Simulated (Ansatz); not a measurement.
Total energies of `COCCOCCOCCOCCCCCC[SeH]` from Ansatz at PBE0-D4/def2-TZVP, gas phase (1 Eh = 27.2114 eV = 2625.5 kJ/mol). The reference geometry is relaxed at PBE-D4/def2-SVP.

| state | geometry | energy (Eh) |
| --- | --- | --- |
| charge 0 singlet | reference | -3213.73467 |
| charge 1 doublet | reference | -3213.44398 |
| charge -1 doublet | reference | -3213.68320 |
| free C atom (triplet) | – | -37.80537 |
| free O atom (triplet) | – | -75.01860 |
| free Se atom (triplet) | – | -2401.20505 |
| free H atom (doublet) | – | -0.50104 |

Single mean-field runs in def2-TZVP are fitted with def2-universal-jkfit.

Problem. Work out the vertical ionisation energy to the doublet.

Solution. E(charge 1 doublet) − E(charge 0 singlet) = -3213.44398 − (-3213.73467) = 0.29069 Eh = 7.91 eV. For comparison, −ε of the highest occupied level is 6.52 eV at this level, 1.39 eV less.

Problem. Work out the vertical electron affinity, to the doublet.

Solution. E(charge 0 singlet) − E(charge -1 doublet) = -3213.73467 − (-3213.68320) = -0.05147 Eh = -1.40 eV; negative, so the extra electron isn't bound. The basis lacks diffuse functions, which makes affinities too small.

Problem. Give the fundamental gap IE − EA, the Mulliken electronegativity (IE + EA)/2 and the hardness (IE − EA)/2.

Solution. From the values in Eh: IE − EA = 0.29069 − (-0.05147) = 0.34216 Eh = 9.31 eV; (IE + EA)/2 = 3.25 eV; (IE − EA)/2 = 4.66 eV. The HOMO–LUMO gap of the same run is 6.55 eV, 2.76 eV smaller than the fundamental gap.

Problem. What is the binding energy per atom against free atoms?

Solution. Atoms: 13 × (-37.80537) + 4 × (-75.01860) + 1 × (-2401.20505) + 28 × (-0.50104) = -3206.77838 Eh. Binding: -3206.77838 − (-3213.73467) = 6.95629 Eh = 189.29 eV, or 4.12 eV for each of 46 atoms (no zero-point energy, no counterpoise term).

At PBE0-D4/def2-TZVP the highest occupied level of the charge -1 doublet lies above zero (up to 2.55 eV). By energy differences it is unbound by 1.40 eV (vertical, to the charge 0 singlet, at PBE0-D4/def2-TZVP) and held by the finite basis.
